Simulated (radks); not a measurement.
The mean radii <r> (bohr) of the occupied orbitals of an atom or ion are listed with their occupations. Method: Dirac Kohn-Sham, LDA (Slater exchange, Perdew-Wang correlation), spin-unpolarised, spherical densities, finite nucleus; Fermi nuclear charge, rms radius of each element as measured or else 0.836 A^(1/3) + 0.57 fm; computed with a radial shooting solver on a logarithmic mesh with Libxc functionals.

orbital      occ.      <r>
1s1/2           2  0.01633
2s1/2           2  0.06812
2p1/2           2  0.05591
2p3/2           4  0.06470
3s1/2           2   0.1772
3p1/2           2   0.1675
3p3/2           4   0.1836
3d3/2           4   0.1595
3d5/2           6   0.1644
4s1/2           2   0.3918
4p1/2           2   0.3932
4p3/2           4   0.4278
4d3/2           4   0.4336
4d5/2           6   0.4448
5s1/2           2   0.8771
4f5/2           6   0.4646
4f7/2           8   0.4711
5p1/2           2   0.9404
5p3/2           4    1.036
5d3/2           4    1.360
5d5/2           6    1.418
6s1/2           2    2.475
6p1/2    0.333333    3.361
6p3/2    0.666667    3.954

Name the element and its charge. Open shells, if any, are shared by 2j + 1.

Answer. Z = 81, thallium, charge 0: Tl in [Hg] 6p1. The 1s radius gives Z: for a bare nucleus <r> = (2 gamma + 1)/(2Z) with gamma = sqrt(1 - (Z/c)^2), 0.01613 bohr for Z = 81, and screening makes it slightly larger (0.01633 here). The occupations add up to 81, and the charge is Z minus that.
